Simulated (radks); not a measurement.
Cl IV, configuration [Ne] 3s2 3p2.

All-electron calculation, scalar-relativistic Kohn-Sham, PBEsol, spin-polarised, spherical densities, point nucleus; open shells are filled with parallel spins first. Program: a radial shooting solver on a logarithmic mesh with Libxc functionals.

Energy parts (hartree):
part                       energy
total                  -457.94879
kinetic                 460.03615
electron-nucleus      -1070.85315
Hartree                 179.03793
exchange-correlation    -26.16973

Orbitals (lengths in bohr, moments of r in powers of bohr):
\begin{tabular}{lrrr}
orbital & occ. & eigenvalue (hartree) & <r^2> \\ \hline
1s up & 1 & -102.6534 & 0.01116 \\
1s down & 1 & -102.6363 & 0.01116 \\
2s up & 1 & -10.91840 & 0.2342 \\
2s down & 1 & -10.90156 & 0.2337 \\
2p up & 3 & -8.69461 & 0.2053 \\
2p down & 3 & -8.67157 & 0.2048 \\
3s up & 1 & -2.20692 & 2.216 \\
3s down & 1 & -2.08922 & 2.244 \\
3p up & 2 & -1.70060 & 2.633 \\
3p down & 0 & -1.58706 & 2.707 \\
\end{tabular}

The highest occupied level is 3p up at -46.276 eV. Spin moment in Bohr magnetons: 2.
